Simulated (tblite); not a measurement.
A geometry optimisation, step by step.

C₆H₉AsBN.
Numbering: `[CH3:1][CH2:2][CH2:3][C:4]#[C:5][B:6]([AsH2:7])[C:8]#[N:9]` (hydrogens: H10, H11, H12 on C1; H13, H14 on C2; H15, H16 on C3; H17, H18 on As7)

Computed with GFN2-xTB (tblite), gas phase: L-BFGS steps from a force-field or distance-geometry start until the largest atomic force falls under 0.01 eV/Å. 5 of its 160 geometries are shown.

Step 0: E = -647.2595 eV, largest atomic force 3.100 eV/Å
```
atom  x, y, z in Å  |  force x, y, z in eV/Å
C1     -3.288    0.440   -0.744   -1.498   0.042  -0.273
C2     -1.819    0.646   -0.454   -0.107  -0.037   1.762
C3     -1.209   -0.749   -0.444    0.657  -0.175  -0.821
C4      0.216   -0.625   -0.173   -0.271  -0.669  -0.013
C5      1.402   -0.556    0.072    1.385  -0.186   0.589
B6      2.916   -0.450    0.383   -1.318  -0.464  -1.439
As7     3.877    1.135   -0.521    2.006  -0.483  -0.226
C8      3.770   -1.751    0.448    0.839  -1.623   0.584
N9      4.402   -2.742    0.479   -1.625   2.635  -0.162
H10    -3.914    0.912    0.047    0.287  -0.145  -0.806
H11    -3.555   -0.652   -0.726    0.195   1.054  -0.115
H12    -3.560    0.842   -1.751    0.039  -0.303   0.924
H13    -1.321    1.330   -1.147   -0.095  -0.266   0.096
H14    -1.684    1.036    0.600   -0.131   0.006  -1.041
H15    -1.409   -1.161   -1.463    0.568  -0.046   0.553
H16    -1.726   -1.430    0.270    0.537   0.537  -0.212
H17     3.082    1.428   -1.828   -0.592   0.315   1.042
H18     3.811    2.354    0.412   -0.875  -0.192  -0.443
```

Step 40: E = -648.5140 eV, largest atomic force 0.201 eV/Å
```
atom  x, y, z in Å  |  force x, y, z in eV/Å
C1     -3.301    0.466   -0.715   -0.018   0.002   0.030
C2     -1.829    0.629   -0.332   -0.063  -0.015  -0.052
C3     -1.119   -0.723   -0.474    0.022   0.002   0.034
C4      0.315   -0.653   -0.386    0.013   0.065  -0.079
C5      1.526   -0.614   -0.351    0.058  -0.025   0.097
B6      2.995   -0.539   -0.170    0.019   0.012   0.058
As7     4.034    1.160   -0.638   -0.035  -0.031  -0.195
C8      3.713   -1.716    0.459    0.079  -0.018  -0.011
N9      4.301   -2.589    0.923   -0.044   0.054  -0.015
H10    -3.930    1.200   -0.218    0.056   0.081  -0.040
H11    -3.655   -0.522   -0.423   -0.029   0.066  -0.006
H12    -3.430    0.577   -1.791   -0.016  -0.069   0.053
H13    -1.354    1.371   -0.978    0.001  -0.007   0.016
H14    -1.739    0.984    0.698    0.008  -0.071  -0.030
H15    -1.355   -1.157   -1.453   -0.054  -0.010   0.052
H16    -1.478   -1.398    0.309   -0.066  -0.082  -0.077
H17     2.909    1.674   -1.522    0.092   0.014   0.088
H18     3.388    1.856    0.523   -0.022   0.032   0.078
```

Step 80: E = -648.6375 eV, largest atomic force 0.110 eV/Å
```
atom  x, y, z in Å  |  force x, y, z in eV/Å
C1     -3.293    0.525   -0.640   -0.056  -0.039   0.065
C2     -1.794    0.532   -0.373   -0.081   0.036  -0.065
C3     -1.193   -0.849   -0.661    0.051  -0.004   0.028
C4      0.234   -0.816   -0.467    0.061  -0.012  -0.010
C5      1.433   -0.701   -0.322   -0.029  -0.015  -0.064
B6      2.896   -0.496   -0.175   -0.063   0.065   0.006
As7     3.825    1.144   -0.917   -0.038   0.022   0.022
C8      3.725   -1.534    0.544    0.055  -0.046   0.028
N9      4.384   -2.302    1.092    0.034  -0.022   0.022
H10    -3.721    1.522   -0.572    0.083   0.045  -0.009
H11    -3.800   -0.101    0.090   -0.035  -0.073   0.017
H12    -3.500    0.126   -1.631   -0.012   0.056  -0.023
H13    -1.300    1.270   -1.007   -0.011   0.037  -0.058
H14    -1.594    0.808    0.665   -0.037  -0.023  -0.006
H15    -1.385   -1.124   -1.704   -0.017   0.006   0.018
H16    -1.653   -1.606   -0.020    0.015  -0.010   0.033
H17     2.571    1.988   -0.915    0.044  -0.029   0.012
H18     4.156    1.619    0.470    0.039   0.006  -0.016
```

Step 119: E = -648.6636 eV, largest atomic force 0.020 eV/Å
```
atom  x, y, z in Å  |  force x, y, z in eV/Å
C1     -3.348    0.508   -0.640    0.006  -0.011   0.001
C2     -1.838    0.529   -0.448   -0.006   0.001  -0.005
C3     -1.221   -0.860   -0.657    0.004   0.001   0.001
C4      0.212   -0.808   -0.499    0.013   0.009   0.004
C5      1.412   -0.700   -0.360   -0.004   0.004  -0.003
B6      2.872   -0.482   -0.180   -0.003   0.012  -0.003
As7     3.797    1.150   -0.937    0.001  -0.017  -0.010
C8      3.732   -1.494    0.546   -0.011  -0.001   0.007
N9      4.438   -2.204    1.114   -0.003  -0.018  -0.008
H10    -3.767    1.491   -0.442   -0.004   0.012  -0.012
H11    -3.813   -0.203    0.040    0.001  -0.010   0.009
H12    -3.605    0.226   -1.659    0.005  -0.008  -0.003
H13    -1.385    1.230   -1.153   -0.007   0.013   0.004
H14    -1.600    0.872    0.562   -0.005   0.010   0.004
H15    -1.446   -1.216   -1.667   -0.001  -0.003  -0.006
H16    -1.649   -1.572    0.055    0.009  -0.010   0.009
H17     2.680    2.083   -0.560   -0.006   0.013   0.003
H18     4.518    1.456    0.343    0.010   0.004   0.007
```

Step 159: E = -648.6706 eV, largest atomic force 0.008 eV/Å
```
atom  x, y, z in Å  |  force x, y, z in eV/Å
C1     -3.410    0.428   -0.667    0.000   0.001   0.000
C2     -1.906    0.554   -0.466    0.001   0.001  -0.002
C3     -1.212   -0.808   -0.603    0.000   0.000  -0.001
C4      0.218   -0.694   -0.458    0.000   0.002   0.004
C5      1.418   -0.567   -0.337   -0.001   0.000  -0.001
B6      2.889   -0.412   -0.181    0.001  -0.003   0.001
As7     3.895    1.173   -0.922    0.002  -0.006  -0.001
C8      3.681   -1.523    0.478    0.007   0.000  -0.002
N9      4.322   -2.331    0.988    0.002   0.002  -0.004
H10    -3.890    1.397   -0.552   -0.002  -0.002  -0.001
H11    -3.839   -0.255    0.064   -0.004   0.002   0.000
H12    -3.636    0.051   -1.663    0.003   0.000   0.002
H13    -1.490    1.244   -1.203   -0.004   0.002  -0.003
H14    -1.700    0.962    0.526    0.002   0.000  -0.001
H15    -1.422   -1.228   -1.592    0.000  -0.003  -0.003
H16    -1.600   -1.504    0.147   -0.002   0.004   0.004
H17     2.912    2.179   -0.391   -0.006   0.002   0.000
H18     4.761    1.339    0.292    0.001  -0.001   0.008
```

Task: Summarise the path.

Result: The energy falls by 1.4112 eV from step 0 to step 159; nine tenths of that is first reached at step 44. It rises by more than 0.2 meV at step 77. The largest force goes from 3.100 to 0.008 eV/Å. Among the bonds C5–B6 changes most, from 1.550 to 1.488 Å; the atoms move by 0.671 Å rms after alignment.

The cost below is that of the whole relaxation. On an Arm Neoverse V2 with one thread, shared host, this took 0.99 s of wall time.
